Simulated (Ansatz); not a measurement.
Total energies of BTBT (C14H8S2) from Ansatz at PBE-D4/def2-SVP, gas phase (1 Eh = 27.2114 eV = 2625.5 kJ/mol). The reference geometry is relaxed at PBE-D4/def2-SVP.

```
                state                    geometry  energy (Eh)
     charge 0 singlet                   reference  -1333.11837
     charge 1 doublet                   reference  -1332.85337
    charge -1 doublet                   reference  -1333.12565
    charge -1 doublet  relaxed at PBE-D4/def2-SVP  -1333.12950
free C atom (triplet)                           –    -37.75124
free S atom (triplet)                           –   -397.80063
free H atom (doublet)                           –     -0.49863
```

Q: Work out the vertical ionisation energy to the doublet.

A: E(charge 1 doublet) − E(charge 0 singlet) = -1332.85337 − (-1333.11837) = 0.26500 Eh = 7.21 eV. For comparison, −ε of the highest occupied level is 5.09 eV at this level, 2.12 eV less.

Q: Work out the vertical electron affinity, to the doublet.

A: E(charge 0 singlet) − E(charge -1 doublet) = -1333.11837 − (-1333.12565) = 0.00728 Eh = 0.20 eV. The basis lacks diffuse functions, which makes affinities too small.

Q: Give the fundamental gap IE − EA, the Mulliken electronegativity (IE + EA)/2 and the hardness (IE − EA)/2.

A: From the values in Eh: IE − EA = 0.26500 − 0.00728 = 0.25772 Eh = 7.01 eV; (IE + EA)/2 = 3.70 eV; (IE − EA)/2 = 3.51 eV. The HOMO–LUMO gap of the same run is 2.94 eV, 4.07 eV smaller than the fundamental gap.

Q: How much does the charge -1 doublet relax, and what is the adiabatic electron affinity?

A: Relaxation: -1333.12565 − (-1333.12950) = 0.00385 Eh = 0.10 eV. Adiabatic electron affinity: 0.01113 Eh = 0.30 eV, without zero-point energy. 

Q: What is the binding energy per atom against free atoms?

A: Atoms: 14 × (-37.75124) + 2 × (-397.80063) + 8 × (-0.49863) = -1328.10766 Eh. Binding: -1328.10766 − (-1333.11837) = 5.01071 Eh = 136.35 eV, or 5.68 eV for each of 24 atoms (no zero-point energy, no counterpoise term).

At PBE-D4/def2-SVP the highest occupied level of the charge -1 doublet lies above zero (up to 1.84 eV). By energy differences its removal costs 0.20 eV (vertical, to the charge 0 singlet, at PBE-D4/def2-SVP); self-interaction error and the lack of diffuse functions both raise the level. At PBE-D4/def2-SVP the highest occupied level of the relaxed charge -1 doublet lies above zero (up to 1.62 eV). By energy differences its removal costs 0.30 eV (each at its own geometry, to the charge 0 singlet, at PBE-D4/def2-SVP); self-interaction error and the lack of diffuse functions both raise the level.
